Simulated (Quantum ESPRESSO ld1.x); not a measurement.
Results of a calculation; reference values are marked as such.
Task: The aim is the samarium ion Sm2+ in [Xe] 4f6. This ld1.x (Quantum ESPRESSO 7.5) run was made with `OMP_NUM_THREADS=1 ld1.x < ld1.in > ld1.out`. Can the result be used? Name any fault.

```
 &input
    zed=62.0,
    iswitch=1,
    rel=2,
    dft='PZ',
    config='[Xe] 4f6',
    lsmall=.true.,
    isic=1,
    latt=1,
    prefix='ld1',
    max_out_wfc=37,
    file_charge='ld1.rho',
 /
```

Output (excerpt):

```
     Program LD1 v.7.5 starts

 %%%%%%%%%%%%%%%%%%%%%%%%%%%%%%%%%%%%%%%%%%%%%%%%%%%%%%%%%%%%%%%%%%%%%%%%%%%%%%
     Error in routine ld1_readin (1):
     isic and latter correction not allowed
 %%%%%%%%%%%%%%%%%%%%%%%%%%%%%%%%%%%%%%%%%%%%%%%%%%%%%%%%%%%%%%%%%%%%%%%%%%%%%%

     stopping ...
```

Result: No (refused). The line at issue: isic=1 latt=1. The program stops in ld1_readin with "isic and latter correction not allowed": the two corrections exclude each other. The sound input gives -10426.71 hartree.
